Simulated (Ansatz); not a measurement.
Correlation energies of `[F][Hf]([F])([F])[Cl]` by basis set

| atom | x (Å) | y (Å) | z (Å) |
| --- | --- | --- | --- |
| F1 | -1.848 | -0.456 | 0.244 |
| Hf2 | -0.010 | -0.059 | 0.050 |
| F3 | 0.695 | 0.415 | 1.740 |
| F4 | 0.887 | -1.603 | -0.574 |
| Cl5 | 0.277 | 1.702 | -1.461 |

Total charge 0; spin multiplicity 1. Correlated methods include outer-core shells of Hf, which these sets cover unevenly. Hf: def2 effective core potential. All single points use the PBE0-D4/def2-TZVP geometry. Frozen core, restricted reference, Ansatz 0.2.0.

| basis | HF (Eh) | MP2 corr. | CCSD corr. | (T) | CCSD(T) total |
| --- | --- | --- | --- | --- | --- |
| def2-SVP | -805.24551 | -0.91183 | ? | -0.02082 | ? |
| def2-TZVPP | ? | -1.25344 | -1.25783 | -0.04470 | ? |
| def2-QZVPP | ? | ? | – | – | – |

Q: Fill in the withheld values. (Best estimate.)

A: The calculation gave: def2-SVP CCSD corr.: -0.91917; def2-SVP CCSD(T) total: -806.18550; def2-TZVPP HF (Eh): -805.80498; def2-TZVPP CCSD(T) total: -807.10751; def2-QZVPP HF (Eh): -805.83272; def2-QZVPP MP2 corr.: -1.39529.
